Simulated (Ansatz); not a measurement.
V2S3, relaxed as a singlet with RKS PBE-D4/def2-SVP in Ansatz, starting from the GFN1-xTB geometry. Force threshold 0.02 eV/Å.

The restricted singlet is unstable towards broken spin symmetry at other levels; at PBE-D4/def2-SVP this wasn't settled. An occupied level of the charge 0 singlet lies above an empty one (by up to 0.03 eV), so this SCF solution is probably not the lowest. The relaxation made no stability test and no search for a lower SCF solution. No other spin state of charge 0 was run. The structure comes from a short search, and lower isomers may exist.

Start:

```xyz
5

V    -1.134   -1.356    1.670
V     0.538    0.017   -1.230
S     0.042    1.006    0.645
S     1.140    2.115   -0.716
S    -0.585   -1.781   -0.370
```

Task: Estimate the energy that the relaxation releases and the steps that it takes.

Result: 151.7 kcal/mol, in 23 steps; 38 s on 4 threads of Arm Neoverse V2 on a shared host. No frequencies were taken in this run, so the end may be a saddle point.

Task: Does the start keep its bonding?

Result: Bonds lost: S3–S4 (atoms count from 1). Bonds formed: V1–S4 (atoms count from 1). Metal–metal contacts that move far: V1–V2 3.62 to 1.98 Å.

Task: Predict the relaxed structure.

Result: 
```xyz
5

V     0.462   -0.510    0.718
V    -0.619    0.429   -0.651
S    -0.990    1.032    1.486
S     1.626    0.857   -0.690
S    -0.479   -1.808   -0.863
```
Bond lengths (bridged metal pairs left out): 6 × S–V 2.25 to 2.29 Å.
